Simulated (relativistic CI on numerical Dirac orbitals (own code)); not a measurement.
Level scheme of Mo XXV

Method of calculation: Dirac-Coulomb-Breit CI, separate exchange-only KLI orbitals for each configuration, a model potential for QED, unscaled Slater integrals (own radial code, finite nucleus).

Configurations in the expansion (outside the closed core [Ne]): 3s²3p⁶, 3s²3p⁵3d, 3s3p⁶3d, 3s²3p⁵4s, 3s²3p⁵4p, 3s²3p⁵4d, 3s3p⁶4s, 3p⁶3d4p, 3p⁶3d², 3p⁵3d³, 3p⁵3d²4s, 3p⁵3d²4p, 3p⁵3d²4d, 3p⁶3d4s, 3p⁵3d4s², 3p⁵3d4s4p, 3p⁵3d4s4d. Double excitations out of closed p, d and f shells are left out; levels of such configurations are missing from the list, as are those of other unlisted configurations, and high levels can miss mixing partners.

| No. | Configuration | Term | J | E (Ry) | % | Next component (%) | jj configuration (%) |
| --- | --- | --- | --- | --- | --- | --- | --- |
| 1 | 3s²3p⁶ | ¹S | 0 | 0.0000 | 100 |  | closed (100) |
| 2 | 3s²3p⁵3d | ³P° | 0 | 8.1235 | 100 |  | 3p3/2^3 3d3/2 (100) |
| 3 | 3s²3p⁵3d | ³P° | 1 | 8.3189 | 90 | 10 ³D° | 3p3/2^3 3d3/2 (79) |
| 4 | 3s²3p⁵3d | ³F° | 3 | 8.6939 | 69 | 23 ¹F° | 3p3/2^3 3d3/2 (97) |
| 5 | 3s²3p⁵3d | ³P° | 2 | 8.7026 | 59 | 34 ³D° | 3p3/2^3 3d3/2 (56) |
| 6 | 3s²3p⁵3d | ³F° | 4 | 8.8009 | 100 |  | 3p3/2^3 3d5/2 (100) |
| 7 | 3s²3p⁵3d | ¹D° | 2 | 9.0002 | 44 | 33 ³F° | 3p3/2^3 3d5/2 (54) |
| 8 | 3s²3p⁵3d | ³D° | 3 | 9.4190 | 64 | 35 ¹F° | 3p3/2^3 3d5/2 (99) |
| 9 | 3s²3p⁵3d | ³D° | 1 | 9.9449 | 84 | 9 ³P° | 3p3/2^3 3d5/2 (43) |
| 10 | 3s²3p⁵3d | ³F° | 2 | 10.3189 | 58 | 33 ¹D° | 3p1/2 3p3/2^4 3d3/2 (95) |
| 11 | 3s²3p⁵3d | ³D° | 2 | 10.7381 | 50 | 25 ³P° | 3p1/2 3p3/2^4 3d5/2 (94) |
| 12 | 3s²3p⁵3d | ¹F° | 3 | 10.8725 | 42 | 30 ³F° | 3p1/2 3p3/2^4 3d5/2 (98) |
| 13 | 3s²3p⁵3d | ¹P° | 1 | 12.5439 | 93 | 6 ³D° | 3p1/2 3p3/2^4 3d3/2 (60) |
| 14 | 3s3p⁶3d | ³D | 1 | 17.2213 | 100 |  | 3s 3d3/2 (100) |
| 15 | 3s3p⁶3d | ³D | 2 | 17.3236 | 96 | 4 ¹D | 3s 3d3/2 (78) |
| 16 | 3s3p⁶3d | ³D | 3 | 17.5646 | 100 |  | 3s 3d5/2 (100) |
| 17 | 3s3p⁶3d | ¹D | 2 | 18.2204 | 96 | 4 ³D | 3s 3d5/2 (78) |
| 18 | 3p⁶3d² | ³F | 2 | 34.9704 | 93 | 7 ¹D | 3d3/2^2 (89) |
| 19 | 3p⁶3d² | ³F | 3 | 35.2351 | 100 |  | 3d3/2 3d5/2 (100) |
| 20 | 3p⁶3d² | ³F | 4 | 35.4707 | 94 | 6 ¹G | 3d5/2^2 (57) |
| 21 | 3p⁶3d² | ³P | 0 | 35.6319 | 95 | 5 ¹S | 3d3/2^2 (80) |
| 22 | 3p⁶3d² | ¹D | 2 | 35.6826 | 52 | 42 ³P | 3d3/2 3d5/2 (87) |
| 23 | 3p⁶3d² | ³P | 1 | 35.7787 | 100 |  | 3d3/2 3d5/2 (100) |
| 24 | 3p⁶3d² | ¹G | 4 | 36.0427 | 94 | 6 ³F | 3d3/2 3d5/2 (57) |
| 25 | 3p⁶3d² | ³P | 2 | 36.0757 | 58 | 41 ¹D | 3d5/2^2 (97) |
| 26 | 3p⁶3d² | ¹S | 0 | 37.1707 | 95 | 5 ³P | 3d5/2^2 (80) |
| 27 | 3s²3p⁵4s | ³P° | 2 | 42.5127 | 100 |  | 3p3/2^3 4s (100) |
| 28 | 3s²3p⁵4s | ¹P° | 1 | 42.6463 | 61 | 39 ³P° | 3p3/2^3 4s (100) |
| 29 | 3p⁵3d³(4F) | ⁵D° | 2 | 42.7127 | 44 | 41 ⁵F° | 3p3/2^3 3d3/2^3 (48) |
| 30 | 3p⁵3d³(4F) | ⁵D° | 1 | 42.7342 | 64 | 26 ⁵F° | 3p3/2^3 3d3/2^3 (52) |
| 31 | 3p⁵3d³(4F) | ⁵F° | 3 | 42.7837 | 50 | 38 ⁵D° | 3p3/2^3 3d3/2^2 3d5/2 (77) |
| 32 | 3p⁵3d³(4F) | ⁵D° | 0 | 42.7971 | 96 | 4 ³P° | 3p3/2^3 3d3/2^2 3d5/2 (46) |
| 33 | 3p⁵3d³(4F) | ⁵F° | 4 | 42.9041 | 53 | 29 ⁵D° | 3p3/2^3 3d3/2 3d5/2^2 (53) |
| 34 | 3p⁵3d³(4P) | ⁵S° | 2 | 42.9463 | 81 | 9 ⁵P° | 3p3/2^3 3d3/2^2 3d5/2 (51) |
| 35 | 3p⁵3d³(4F) | ⁵F° | 5 | 43.0957 | 55 | 40 ⁵G° | 3p3/2^3 3d3/2 3d5/2^2 (57) |
| 36 | 3p⁵3d³(4F) | ⁵D° | 2 | 43.1341 | 35 | 29 ³F° | 3p3/2^3 3d3/2^2 3d5/2 (68) |
| 37 | 3p⁵3d³(4F) | ⁵F° | 1 | 43.1450 | 44 | 30 ⁵D° | 3p3/2^3 3d3/2^2 3d5/2 (69) |
| 38 | 3p⁵3d³(4P) | ⁵D° | 3 | 43.1626 | 37 | 23 ³F° | 3p3/2^3 3d3/2^3 (34) |
| 39 | 3p⁵3d³(4P) | ⁵D° | 4 | 43.2005 | 49 | 22 ⁵G° | 3p3/2^3 3d3/2^2 3d5/2 (56) |
| 40 | 3p⁵3d³(4F) | ⁵G° | 6 | 43.3211 | 86 | 12 ³H° | 3p3/2^3 3d3/2 3d5/2^2 (49) |
| 41 | 3p⁵3d³(4F) | ³G° | 3 | 43.4235 | 60 | 18 ³F° | 3p3/2^3 3d3/2^2 3d5/2 (61) |
| 42 | 3p⁵3d³(4F) | ³G° | 4 | 43.5091 | 51 | 17 ⁵G° | 3p3/2^3 3d3/2^2 3d5/2 (57) |
| 43 | 3p⁵3d³(4F) | ⁵G° | 5 | 43.5484 | 37 | 33 ⁵F° | 3p3/2^3 3d3/2 3d5/2^2 (49) |
| 44 | 3p⁵3d³(2G) | ³F° | 2 | 43.5604 | 47 | 22 ³D° | 3p3/2^3 3d3/2 3d5/2^2 (82) |
| 45 | 3p⁵3d³(2P) | ³P° | 2 | 43.6524 | 38 | 20 ⁵F° | 3p3/2^3 3d3/2 3d5/2^2 (35) |

Energies count from the lowest computed level; ° marks odd parity. Percentages are summed over parent terms; the parents shown are those of the largest component, closed shells are left out there. Filled j subshells are mostly left out of the jj labels.

The mean weight of the leading LS term, summed over parents, in these 45 levels is 71 %, and that of the leading jj configuration (from the same eigenvectors) 74 %.

At this charge energies of transitions that change n are usually good to better than 1 %, and those within a shell (Δn = 0) to a few per cent.

LS names give the leading component of a level, which can be under half, so a name can repeat, a term be missing and a line seem to break the LS rules.
